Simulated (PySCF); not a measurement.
Compound: C₃H₇ClOSi.
Numbering: `[Cl:1][C@@H:2]1[CH2:3][O:4][SiH2:5][CH2:6]1` (hydrogens: H7 on C2; H8, H9 on C3; H10, H11 on Si5; H12, H13 on C6)

Level of theory: TDDFT wB97X-D/def2-SVPD, vertical, gas phase, core orbitals frozen in the response (PySCF 2.14.0, density-fitted response routines). Geometry: GFN2-xTB, one conformer, isolated molecule.

Kohn–Sham orbitals with the atoms that hold most of them (Löwdin shares over 4%, at most four atoms; ? is withheld):

| orbital | ε (eV) | atoms |
| --- | --- | --- |
| HOMO-3 | -11.34 | Cl1 28%, C6 24%, Si5 14%, C2 10% |
| HOMO-2 | -10.47 | Cl1 68%, C2 11%, O4 6% |
| HOMO-1 | -10.17 | ? |
| HOMO | -10.12 | ? |
| LUMO | ? | Si5 28%, Cl1 20%, O4 10%, C2 9% |
| LUMO+1 | 2.02 | Si5 37%, C6 10%, H10 9%, H13 8% |
| LUMO+2 | 2.56 | Cl1 28%, Si5 26%, C2 9%, H11 8% |

Task: Which atoms hold the HOMO-1, and with what shares?

Result: O4 (bonded to C and Si) 48%; C3 (bonded to C, O and 2 H) 12%; Si5 (bonded to C, O and 2 H) 11%; H9 (bonded to C) 7%.

Task: Which atoms hold the HOMO, and with what shares?

Result: Cl1 (bonded to C) 49%; C6 (bonded to C, Si and 2 H) 18%; O4 (bonded to C and Si) 10%; Si5 (bonded to C, O and 2 H) 8%.

Task: What is the LUMO energy, and the HOMO–LUMO gap?

Result: ε(LUMO) = 1.55 eV; the gap is 11.67 eV (0.4289 hartree).

Task: How does S1 compare with the orbital gap of 11.67 eV?

Result: S1 is at 7.09 eV (f = 0.0008), 4.58 eV below the gap, made of HOMO-1→LUMO (78%), HOMO→LUMO (11%). Its leading pair isn't HOMO and LUMO; the energies of that pair differ by 11.72 eV. Without the coupling terms of the response equations the lowest excitation would equal the gap.

Next come S2 at 7.13 eV (f 0.029), HOMO→LUMO (68%), HOMO-1→LUMO (13%); S3 at 7.38 eV (f 0.0057), HOMO-2→LUMO (65%), HOMO-2→LUMO+3 (11%); S4 at 7.90 eV (f 0.037), HOMO-3→LUMO (37%), HOMO→LUMO+1 (11%), HOMO-1→LUMO+1 (10%); S5 at 7.92 eV (f 0.035), HOMO-1→LUMO+1 (65%).

The run took 95 s (grids of density and orbitals included) on Intel Xeon at 2.50 GHz, one thread, on a shared host, and the process peaked at 0.82 GiB of memory.
